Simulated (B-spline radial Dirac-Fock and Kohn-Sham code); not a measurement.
**How the levels of copper move as electrons are removed**

The computed values come from a B-spline atomic structure program: multi-electron Dirac-Fock with separately optimised hole states, Breit and Lamb-shift corrections added in first order. Each ion is free and in its tabulated ground configuration. Electron correlation is not included.

Reference: Cu²¹⁺, [He] 2s2 2p4, with K (1s) 10085.1 eV. Shifts from it, in eV (a dash: the subshell is empty, belongs to an open shell averaged over j, or its hole state is left out as unreliable):

| ion | configuration | K (1s) |
| --- | --- | --- |
| Cu²²⁺ | [He] 2s2 2p3 | +160.7 |
| Cu²³⁺ | [He] 2s2 2p2 | +325.6 |
| Cu²⁴⁺ | [He] 2s2 2p1 | +494.9 |
| Cu²⁵⁺ | [He] 2s2 | +668.4 |
| Cu²⁶⁺ | [He] 2s1 | – |
| Cu²⁷⁺ | 1s2 | +975.7 |
| Cu²⁸⁺ | 1s1 | +1482.6 |
